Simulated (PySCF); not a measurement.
C2H4F2Si, SMILES F/C=C(/F)[SiH3].

The structure is a stationary point at B3LYP-D3(BJ)/def2-SVP. The structure was generated by enumeration; whether it is a known compound was not checked.

All values below come from PySCF with TDA-PBE/def2-SVPD.

Vertical excitations. The molecule is in vacuum. State labels are in the subgroup Cs.

```csv
state,symmetry,energy (eV),λ (nm),f,main pairs
S1,A",5.94,209,0.000,HOMO→LUMO+1 99 %
S2,A",6.17,201,0.000,HOMO→LUMO+2 99 %
S3,A",6.47,192,0.001,HOMO→LUMO+3 96 %
S4,A',6.49,191,0.264,"HOMO→LUMO 66 %, HOMO→LUMO+5 26 %"
S5,A",6.87,180,0.000,HOMO−1→LUMO 91 %
S6,A",7.14,174,0.001,HOMO→LUMO+4 95 %
S7,A",7.32,169,0.002,"HOMO→LUMO+6 61 %, HOMO−2→LUMO 34 %"
S8,A",7.35,169,0.015,"HOMO−2→LUMO 60 %, HOMO→LUMO+6 35 %"
S9,A',7.37,168,0.085,"HOMO−3→LUMO 57 %, HOMO→LUMO+5 31 %"
S10,A',7.75,160,0.025,"HOMO→LUMO+5 35 %, HOMO−3→LUMO 34 %, HOMO→LUMO 9 %, HOMO−1→LUMO+1 5 %"
T1,A',4.00,310,0,HOMO→LUMO 98 %
T2,A",5.64,220,0,HOMO→LUMO+1 99 %
T3,A",6.09,204,0,HOMO→LUMO+2 98 %
T4,A",6.31,196,0,"HOMO→LUMO+3 68 %, HOMO−1→LUMO 30 %"
```
Triplets are in the Tamm–Dancoff approximation.
